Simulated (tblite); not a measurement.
C₄H₂F₅PS.
Z-matrix (Å and degrees, GFN2-xTB geometry), rows numbered from 1:
```
F 
C   1  1.3162
C   2  1.3367  1  138.69
F   3  1.3195  2  137.98  1    -0.21
P   2  1.8349  1  151.94  3  -167.29
S   5  1.9196  2  130.45  3  -107.53
C   5  1.8642  2  108.16  3    95.13
C   7  1.5164  5  105.22  2    93.48
F   8  1.3364  7  112.60  5  -153.61
F   8  1.3464  7  110.07  5   -34.57
F   8  1.3295  7  112.91  5    84.93
H   7  1.0929  5  110.23  2  -148.26
H   7  1.0912  5  111.25  2   -25.36
```

Calculated harmonic vibrations of the isolated species, GFN2-xTB (tblite), most abundant isotopes, no scaling. Against measured fundamentals such values can be off by several per cent, at times by over 20. One conformer, not necessarily the lowest.

Harmonic wavenumbers (cm⁻¹): 42.5, 47.9, 77.3, 112.2, 125.4, 154.3, 176.6, 234.3, 282.1, 295.3, 339.7, 349.5, 454.4, 468.6, 474.2, 548.5, 580.1, 697.0, 710.3, 764.8, 824.4, 837.0, 972.8, 992.2, 1041.5, 1138.2, 1166.4, 1201.1, 1203.0, 1368.9, 1763.0, 2965.9, 2981.1.

A = 1130, B = 566.4, C = 476.6 MHz; mass 207.953 u (most abundant isotopes); point group C1, symmetry number 1.

Question: Zero-point energy?

Answer: Half the sum of the wavenumbers: 12695 cm⁻¹ = 36.30 kcal/mol.

Question: What is S at 350 K and 1 bar for an ideal gas of classical rigid rotors and harmonic oscillators?

Answer: Translation 42.72, rotation 31.81, vibration 43.12: S = 117.7 cal/(mol K).

Question: And Cp and H(350 K) − H(0)?

Answer: Cp = 45.50 cal/(mol K), of which vibrations give 37.55 (their classical limit is 33 R = 65.6); H(350 K) − H(0) = 10.27 kcal/mol without the zero-point energy, 7.48 from vibrations.

Question: How do the functions run with temperature in this model?

Answer: 
| T (K) | S (cal/(mol K)) | Cp (cal/(mol K)) | H − H(0) (kcal/mol) | G − H(0) (kcal/mol) | ln q(vib) |
| --- | --- | --- | --- | --- | --- |
| 150 | 86.9 | 28.1 | 2.77 | -10.27 | 4.34 |
| 250 | 103.7 | 37.8 | 6.08 | -19.83 | 7.75 |
| 298.15 | 110.7 | 41.8 | 8.00 | -24.99 | 9.31 |
| 400 | 123.9 | 48.6 | 12.62 | -36.95 | 12.45 |
| 600 | 145.4 | 57.2 | 23.29 | -63.98 | 18.00 |
| 900 | 170.0 | 63.8 | 41.56 | -111.49 | 25.05 |

q(vib) and H(0) count from the zero-point level.

Question: Blend soft modes into free rotors: weight 1/[1 + (100 cm⁻¹/ν̃)⁴] for the oscillator and the rest for a rotor with moment μB/(μ + B), μ = h/(8π²ν), B = 10⁻⁴⁴ kg m². What vibrational entropy results?

Answer: 38.98 cal/(mol K) in place of 43.12, which changes −T·S at 350 K by +1.45 kcal/mol.

Hindered rotation and anharmonicity are outside this model. Other conformers, if any are populated, would add a mixing term that is left out. The structure is chiral; the term R ln 2 for an equal mix with its mirror image is left out.
